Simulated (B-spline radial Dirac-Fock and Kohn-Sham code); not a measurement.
## What relativity does to the binding energies of Lu⁺

System: the Lu⁺ ion, [Xe] 4f14 6s2.

Both columns are ΔSCF binding energies of the configuration average from a radial B-spline solver: non-relativistic Hartree-Fock with a point nucleus, and Dirac-Fock with a finite nucleus and the Coulomb interaction alone, averaged over the two j levels with weights 2j+1.

```
shell  Hartree-Fock (eV)  Dirac-Fock (eV)  shift (eV)  shift (%)
   1s            58918.3          63631.5    +4713.19      +8.00
   2s             9691.2          10931.8    +1240.62     +12.80
   2p             9250.1           9658.6     +408.51      +4.42
   3s             2220.3           2523.6     +303.31     +13.66
   3p             2017.9           2130.6     +112.69      +5.58
   3d             1644.7           1629.7      -15.01      -0.91
   4s              459.4            532.1      +72.74     +15.83
   4p              375.5            400.7      +25.16      +6.70
   4d              224.2            220.2       -4.03      -1.80
   4f              30.60            23.24       -7.35     -24.03
   5s              70.51            80.28       +9.77     +13.85
   5p              44.71            46.22       +1.51      +3.38
   6s              11.80            12.61       +0.82      +6.91
```

Relativity binds 1s, 2s, 2p, 3s, 3p, 4s, 4p, 5s, 5p, 6s more strongly, among those listed most of all 4s in relative terms, and 3d, 4d, 4f more weakly, because the contracted s and p shells screen the nucleus better.

Values without a named source are computed, but for edge energies of neutral atoms, which are taken from tables.
